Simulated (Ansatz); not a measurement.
Start from `N/C=N/[SiH3]` and change one atom or group (the configuration at the double bond changes too) to get `N/C(O)=N\[SiH3]`.

Ansatz, PBE0-D4/def2-TZVP geometries, multiplicity 1. Each molecule was computed in one conformer, which needn't be the lowest.

```json
{"property": "HOMO energy (ωB97M-V/def2-TZVPP) / eV", "`N/C=N/[SiH3]`": "-9.40"}
{"property": "LUMO energy (ωB97M-V/def2-TZVPP) / eV", "`N/C=N/[SiH3]`": "2.29"}
{"property": "HOMO–LUMO gap (PBE0/def2-TZVPP) / eV", "`N/C=N/[SiH3]`": "7.51"}
{"property": "HOMO energy (PBE/def2-TZVPP) / eV", "`N/C=N/[SiH3]`": "-5.73"}
{"property": "LUMO energy (PBE/def2-TZVPP) / eV", "`N/C=N/[SiH3]`": "-0.68"}
{"property": "LUMO energy (B3LYP/def2-TZVPP) / eV", "`N/C=N/[SiH3]`": "0.14"}
```

Q: Give the same properties after the change, and the shifts. (An estimate is asked.)

A: Computed: 
| property | `N/C(O)=N\[SiH3]` | shift |
| --- | --- | --- |
| HOMO energy (ωB97M-V/def2-TZVPP) / eV | -9.56 | -0.16 |
| LUMO energy (ωB97M-V/def2-TZVPP) / eV | 2.07 | -0.22 |
| HOMO–LUMO gap (PBE0/def2-TZVPP) / eV | 7.87 | 0.36 |
| HOMO energy (PBE/def2-TZVPP) / eV | -6.01 | -0.28 |
| LUMO energy (PBE/def2-TZVPP) / eV | -0.30 | 0.38 |
| LUMO energy (B3LYP/def2-TZVPP) / eV | 0.26 | 0.12 |

With PBE0 the HOMO falls by 0.19 eV and the LUMO rises by 0.16 eV, so the gap widens by about 0.35 eV. PBE moves the HOMO by -0.28 eV and ωB97M-V by -0.16 eV.

B3LYP here is the variant with VWN-RPA as its local correlation; programs differ in this.
